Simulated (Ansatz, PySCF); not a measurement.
The PySCF input:
```python
from pyscf import gto, scf, dft

mol = gto.M(
    atom='''
Cl   -1.449200    0.862500   -0.041200
C    -0.002200   -0.155500    0.009000
Cl    1.473300    0.819800   -0.055700
H    -0.005700   -0.711500    0.945800
H    -0.016200   -0.815300   -0.857800
''',
    basis='def2-svp',
    charge=-1,
    spin=1,
    verbose=4,
)

mf = dft.UKS(mol)
mf.xc = 'b97m_v'
mf.grids.atom_grid = (99, 590)
mf.grids.prune = None
mf.kernel()
```

Problem. Give the equivalent Ansatz (a first-principles code) input.

Solution. One answer among several that fit: 
Ansatz 0.2 input:
```yaml
crystal:
  periodic: [false, false, false]
  atoms:
    - {symbol: Cl, position_ang: [-1.44920000, 0.86250000, -0.04120000]}
    - {symbol: C, position_ang: [-0.00220000, -0.15550000, 0.00900000]}
    - {symbol: Cl, position_ang: [1.47330000, 0.81980000, -0.05570000]}
    - {symbol: H, position_ang: [-0.00570000, -0.71150000, 0.94580000]}
    - {symbol: H, position_ang: [-0.01620000, -0.81530000, -0.85780000]}
basis:
  gaussian:
    orbitals: def2-SVP
hamiltonian:
  xc: {name: B97M-V}
total_charge: -1
magnetization: {spin_polarized: true, initial_magnetization: 1}
accuracy: high
```

Both were run: PySCF gave -959.037670 Eh and Ansatz -959.037671 Eh, 0.001 mEh apart.
